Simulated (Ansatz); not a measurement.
`CB(C)F`, relaxed with RKS PBE0-D4/def2-TZVP in Ansatz 0.2.0 from a PBE-D4/def2-SVP geometry. The force threshold is 0.005 eV/Å; the program also tests the step.

Charge 0, multiplicity 1.

Start:

```xyz
10

C     0.989    0.379    0.914
B    -0.178   -0.478    0.292
C    -0.886   -0.139   -1.073
F    -0.605   -1.559    0.976
H     0.651    1.426    1.071
H     1.839    0.450    0.202
H     1.365   -0.018    1.877
H    -1.405    0.841   -0.987
H    -1.629   -0.897   -1.388
H    -0.141   -0.004   -1.885
```

```
         step  energy (eV)  largest force (eV/Å)  largest move (Å)
            1   -5563.2402                 0.508             0.000
            2   -5563.2698                 0.145             0.019
            3   -5563.2726                 0.032             0.009
            4   -5563.2729                 0.014             0.033
            5   -5563.2730                 0.006             0.007
            6   -5563.2734                 0.092             0.083
            7   -5563.2738                 0.081             0.018
            8   -5563.2763                 0.006             0.061
 9 (rejected)   -5563.2598                 0.477             0.197
           10   -5563.2767                 0.085             0.052
           11   -5563.2781                 0.138             0.062
12 (rejected)   -5563.2769                 0.189             0.092
           13   -5563.2787                 0.146             0.046
           14   -5563.2809                 0.011             0.041
           15   -5563.2813                 0.086             0.068
           16   -5563.2818                 0.035             0.004
           17   -5563.2821                 0.005             0.019
           18   -5563.2822                 0.013             0.029
           19   -5563.2823                 0.011             0.022
           20   -5563.2823                 0.007             0.002
           21   -5563.2823                 0.000             0.003
```

End:

```xyz
10

C     1.015    0.366    0.887
B    -0.166   -0.453    0.275
C    -0.914   -0.096   -1.050
F    -0.569   -1.545    0.935
H     0.951    1.433    0.661
H     1.946    0.013    0.423
H     1.121    0.225    1.964
H    -1.743    0.579   -0.796
H    -1.354   -0.968   -1.538
H    -0.286    0.446   -1.761
```

It took 30 s on 4 threads of an Arm Neoverse V2 on a shared host, with 0.31 GiB of host memory at the peak.
